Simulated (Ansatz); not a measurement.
Reaction (substitution at a C–N bond): `OCN1CO[SiH2]1` + `[SiH3]S` → `OCS[SiH3]` + `C1N[SiH2]O1`

Calculated with Ansatz (gas phase, PBE0-D4/def2-TZVP geometries, no zero-point term in ΔE). CBS: MP2 limit from def2 TZ/QZ plus the TZ coupled-cluster correction, frozen cores. Functionals use def2-TZVPP. B3LYP here is the variant with VWN-RPA as its local correlation; programs differ in this. Each species was taken in one conformer, which may not be the lowest.

(1) Is it downhill or uphill in electronic energy at CCSD(T)/CBS, and by how much? (Estimate.)

(2) What do these levels give: ωB97X-V, ωB97M-V, B2PLYP, PBE, PBE0, B3LYP, HF/def2-TZVPP, SCS-MP2/def2-TZVPP, CCSD(T)/def2-TZVPP, SCS-MP2/def2-QZVPP, HF/CBS(def2), CCSD/CBS(def2)? (Estimate.)

Largest T1 diagnostic among the species: 0.012.

Answers

(1) Computed: Uphill: ΔE = +10.6 kJ/mol.

(2) Ansatz gave: ωB97X-V 14.5, ωB97M-V 12.3, B2PLYP 13.3, PBE 6.9, PBE0 10.7, B3LYP 13.2, HF/def2-TZVPP 23.4, SCS-MP2/def2-TZVPP 15.3, CCSD(T)/def2-TZVPP 15.9, SCS-MP2/def2-QZVPP 12.3, HF/CBS(def2) 23.1, CCSD/CBS(def2) 13.0 kJ/mol.

From PBE to PBE0 (25 % exact exchange), in def2-TZVPP and without D4, ΔE moves by +3.8 kJ/mol. In def2-TZVPP, CCSD(T) changes the Hartree–Fock value by −7.5 kJ/mol (the triples alone add −2.4 kJ/mol) and MP2 by −10.0 kJ/mol.
